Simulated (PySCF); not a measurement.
## Unknown compound

Molecular formula: C$_{5}$H$_{11}$NO$_{2}$Si. Simulated spectra:

¹H NMR (400 MHz, computed): δ 7.00 (br s, 1H), 6.04 (br s, 1H), 4.66 (s, 2H), 4.05 (s, 2H), 3.61 (s, 3H), 0.48 (br s, 2H).

¹³C{¹H} NMR (computed): δ 208.3, 160.7, 146.6, 81.8, 59.9.

PySCF 2.14.0 with density-fitted response routines calculation with coordinates at the GFN2-xTB level and shielding tensors at PBE0/pcSseg-1 (GIAO); a single conformation, rapidly exchanging positions averaged, gas phase, no relativistic terms.

δ = σ(ref) − σ, references computed at the same level: ¹H and ¹³C vs TMS.

Which of these isomers gave the spectra?
A. CO/C(=C/[SiH3])CC(N)=O
B. C=C[C@@H]1CCO[Si@@H](N)O1
C. C=C[C@@H]1CCO[Si@H](N)O1
D. C=C([SiH2]N)C(=O)COC
E. C=CO[SiH2]CC(=O)NC

Answers

D. 

1. Rings plus π bonds: 2 (no ring in the answer).
2. 5 carbon signals for 5 carbons: no two carbons are equivalent.
3. Carbon types of the structure: 2 × C, 2 × CH2, 1 × CH3, leaving 4 H on heteroatoms.
4. δC 208.3: ketone carbonyl carbon; low-lying n→π* states of the double bond to the heteroatom give a large paramagnetic term (-270 ppm).
5. δC 160.7: α carbon of a C=C–C=O unit; as expected for a trigonal carbon in a double bond.
6. δC 146.6: β carbon of a C=C–C=O unit; conjugation with the carbonyl draws π density from the β position.
7. δC 81.8: sp3 CH2 bonded to O, α to a carbonyl; the inductive effect lowers its shielding.
8. δH 0.48: hydrogen on a nitrogen bonded to Si; exchangeable; this is the value without hydrogen bonding to other molecules.

The others: C=C[C@@H]1CCO[Si@@H](N)O1 would give 9 signals for carbon-bound and other non-exchanging H, not 5; C=C[C@@H]1CCO[Si@H](N)O1 would give 9 signals for carbon-bound and other non-exchanging H, not 5; CO/C(=C/[SiH3])CC(N)=O would give 4 signals for carbon-bound and other non-exchanging H, not 5; C=CO[SiH2]CC(=O)NC would give 6 signals for carbon-bound and other non-exchanging H, not 5.

The OH or NH signal is concentration- and solvent-dependent in practice; the value given is the gas-phase one. Shifts are as computed. Against solution values, carbons near 30 ppm lie about +3 ppm off and those near 130 ppm about +5 ppm. Of 1309 compounds with measured shifts, 239 miss one by over three times the rms of a fit or turn the order of signals round; such compounds aren't used in these exercises. No couplings were computed; multiplicities are counted from neighbouring protons, with m where these are inequivalent, close in shift, in a saturated or five-membered ring or joined by F or P, and br s for small geminal =CH2 splittings.
